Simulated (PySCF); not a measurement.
HBFO (cation, charge +1), SMILES [OH+]=BF (B3LYP/def2-SVP optimised geometry):

```
4

O      0.749     0.000     0.000
B     -0.478     0.000     0.000
F     -1.721     0.000     0.000
H      1.721     0.000    -0.001
```

Method: B3LYP/def2-TZVP run with PySCF.

### Question
What are the frontier orbital energies?

### Answer
HOMO-2 -21.82 eV, HOMO-1 -19.39 eV, HOMO -19.39 eV, LUMO -7.51 eV, LUMO+1 -6.66 eV.

On the same geometry PBE/def2-TZVP (PySCF 2.14.0) gives HOMO-2 -20.03 eV, HOMO-1 -17.85 eV, HOMO -17.85 eV, LUMO -8.14 eV, LUMO+1 -7.50 eV.

Meta-Löwdin charges at B3LYP/def2-TZVP: O1 -0.32, B2 0.95, F3 -0.11, H4 0.48.
